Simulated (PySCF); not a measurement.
SMILES CC(C)N([CH]C)[SiH3] (C5H14NSi), doublet at its GFN2-xTB optimised geometry (Å):

```
21

C      0.3520     1.9378    -1.8035
C      0.9809     0.9703    -0.8783
N      0.2428     0.2054     0.0000
Si    -1.4928     0.2054     0.0000
C      1.0096    -0.7246     0.8168
C      0.8842    -0.3933     2.3037
C      0.6223    -2.1758     0.5383
H      0.0030     2.8471    -1.2958
H      1.0746     2.2410    -2.5595
H     -0.5132     1.4967    -2.3012
H      2.0392     1.0398    -0.6916
H     -2.0636    -0.5112    -1.1573
H     -1.9357    -0.4778     1.2141
H     -1.9644     1.5899     0.0000
H      2.0636    -0.6034     0.5362
H      1.5647    -1.0153     2.8806
H     -0.1286    -0.5669     2.6544
H      1.1355     0.6508     2.4737
H      0.6865    -2.3783    -0.5281
H     -0.3930    -2.3749     0.8689
H      1.2988    -2.8471     1.0624
```

Calculation: PySCF with unrestricted CAM-B3LYP/def2-SVP. Cells within 0.4 Å of a nucleus heavier than hydrogen are left out (blank, or x).

Map of the deformation density (molecule minus spherical neutral atoms) (e/bohr³) on the plane z = 1.2 Å:

```
|2222222222222222222222222222222|
|2222222222222222222222222222222|
|2222222222222222222222222222222|
|2222222222222222222222222222222|
|2222222222222222222222222222222|
|2222222222222222222222222222222|
|2222222222222222222222222222222|
|2222222222222222222222222222222|
|2222222222222222222222222222222|
|2222222222222222222222222222222|
|2222222222222222222222222222222|
|2222222222111222222222222222222|
|2222222211111122211112222222222|
|2222222111111111111111222222222|
|2222222223321111000011122222222|
|2222222236631110011011112222222|
|2222222249842100035322112222222|
|222222223663210005x432112222222|
|2222222222221100034011112222222|
|2222222222221110132001112222222|
|2222222222221111122101122222222|
|2222222222211133101111122222222|
|2222222222211145225421122222222|
|2222222222221133248721222222222|
|2222222222221112135411222222222|
|2222222222222211112111222222222|
|2222222222222222111112222222222|
|2222222222222222222222222222222|
|2222222222222222222222222222222|
|2222222222222222222222222222222|
|2222222222222222222222222222222|
```
Scale: ten equal steps from -0.020 (start of '0') to 0.064 (end of '9'), in the order '0123456789'; x runs from -5.00 to 5.00, y from -5.00 (bottom) to 5.00 (top).
